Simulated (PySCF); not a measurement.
SMILES Cl[Si](C#C[SiH](C)C)(Cl)Cl (C4H7Cl3Si2) (GFN2-xTB optimised geometry):

```
16

Si    -2.358    -0.273     0.000
Cl    -3.027    -1.226    -1.653
Cl    -3.028    -1.226     1.652
Cl    -3.024     1.636     0.000
C     -0.513    -0.273     0.000
C      0.697    -0.273    -0.001
Si     2.562    -0.239    -0.003
C      3.106     0.723    -1.548
C      3.113     0.640     1.590
H      3.024    -1.636    -0.041
H      4.189     0.782    -1.616
H      2.721     1.739    -1.538
H      2.745     0.246    -2.454
H      2.726     1.654     1.637
H      4.196     0.698     1.654
H      2.759     0.113     2.471
```

Level of theory: PBE0/def2-TZVP in PySCF 2.14.0.

Q: What are the frontier orbital energies and the dipole moment?

A: HOMO-2 -9.26 eV, HOMO-1 -8.37 eV, HOMO -8.31 eV, LUMO -0.93 eV, LUMO+1 -0.93 eV; dipole moment 2.53 D.

On the same geometry PySCF with PBE/def2-TZVP gives HOMO-2 -7.83 eV, HOMO-1 -7.14 eV, HOMO -7.09 eV, LUMO -1.80 eV, LUMO+1 -1.79 eV; dipole moment 2.49 D.

Meta-Löwdin charges at PBE0/def2-TZVP: Si1 0.98, Cl2 -0.25, Cl3 -0.25, Cl4 -0.25, C5 -0.32, C6 -0.23, Si7 0.79, C8 -0.60, C9 -0.60, H10 -0.10, H11 0.13, H12 0.14, H13 0.14, H14 0.14, H15 0.13, H16 0.14.
